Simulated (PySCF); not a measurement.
Nuclear quadrupole coupling in `CSCP(P)C(F)(F)F`

Compound: C3H7F3P2S.
Z-matrix (Å and degrees, GFN2-xTB geometry), rows numbered from 1:
```
C 
S   1  1.8140
C   2  1.8247  1   97.99
P   3  1.8582  2  108.09  1   179.21
P   4  2.1670  3   98.87  2   -70.09
C   4  1.8864  3   94.18  2  -166.01
F   6  1.3384  4  110.90  3   176.60
F   6  1.3405  4  111.07  3   -64.26
F   6  1.3442  4  114.35  3    56.01
H   1  1.0845  2  106.68  3  -179.41
H   1  1.0863  2  109.48  3   -60.33
H   1  1.0863  2  109.50  3    61.57
H   3  1.0942  2  108.72  1    58.01
H   3  1.0935  2  108.74  1   -62.27
H   5  1.3938  4   91.16  3    91.21
H   5  1.3985  4   91.67  3  -176.21
```

Field gradients from the PBE0/pcSseg-1 density (PySCF, non-relativistic), principal values in atomic units, ordered |Vxx| ≤ |Vyy| ≤ |Vzz|:

```json
{"atom": "S2", "Vxx": "0.6519", "Vyy": "2.5812", "Vzz": "-3.2331"}
```

Find the asymmetry η = (Vxx − Vyy)/Vzz and the couplings χ = eQV/h (234.96 MHz × Q in barn × V in au), with Q(33S) = −0.0678 b.

```json
{"atom": "S2", "environment": "sulfide sulfur", "nucleus": "33S", "η": "0.60", "χzz (MHz)": "51.50", "χxx (MHz)": "-10.38", "χyy (MHz)": "-41.12"}
```

What is Vzz at S2 in SI units (1 au = 9.71736 × 10²¹ V/m²)?

-3.2331 au = -31.417 × 10²¹ V/m².

What couplings would deuterons (Q(2H) = 0.00286 b) have in place of the hydrogens, at this geometry?

```csv
atom,bonded to,bond length (Å),Vzz (au),η,χzz (kHz)
H10,C1,1.084,0.3181,0.05,214
H11,C1,1.086,0.3132,0.03,210
H12,C1,1.086,0.3135,0.03,211
H13,C3,1.094,0.2942,0.03,198
H14,C3,1.093,0.3003,0.03,202
H15,P5,1.394,0.1986,0.08,133
H16,P5,1.399,0.1944,0.08,131
```

Geometry: GFN2-xTB, one conformer, isolated molecule. GFN2-xTB bond lengths can be off by several hundredths of an ångström, more for odd bonds, and the gradients follow them. With a basis this small, the couplings can be 20 % off.
